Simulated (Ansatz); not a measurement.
`B[N](C)[ZnH]`, relaxed with RKS PBE-D4/def2-SVP in Ansatz 0.2.0 from a rough embedded geometry. The force threshold is 0.03 eV/Å; the program also tests the step.

Charge 0, multiplicity 1.

Start:

```xyz
10

B     1.187    0.629    0.430
N     0.535   -0.453   -0.309
C    -0.550    0.110   -1.071
Zn   -0.200   -2.082    1.202
H     2.376    0.893    0.246
H     0.654    1.256    1.328
H    -0.246    0.833   -1.802
H    -1.097   -0.753   -1.606
H    -1.371    0.583   -0.380
H    -1.289   -1.016    1.962
```

(1) How much energy does the relaxation release, and in how many steps? (An estimate is asked.)

(2) Which bonds change most? (Estimate.)

(3) Give the relaxed structure. (Estimate.)

Answers

(1) Ansatz gave: 378.11 kJ/mol, in 21 steps, 1 of them rejected.

(2) Computed: N2–Zn4 from 2.340 to 1.866 Å; Zn4–H10 from 1.703 to 1.525 Å; B1–N2 from 1.464 to 1.395 Å; C3–H9 from 1.173 to 1.112 Å.

(3) The calculation gave: 
```xyz
10

B     1.187    0.546    0.404
N    -0.022   -0.041    0.031
C    -0.823    0.343   -1.115
Zn   -0.251   -1.348    1.343
H     1.733    0.087    1.418
H     1.712    1.464   -0.208
H    -0.332    1.161   -1.684
H    -0.981   -0.509   -1.813
H    -1.832    0.701   -0.811
H    -0.392   -2.404    2.435
```
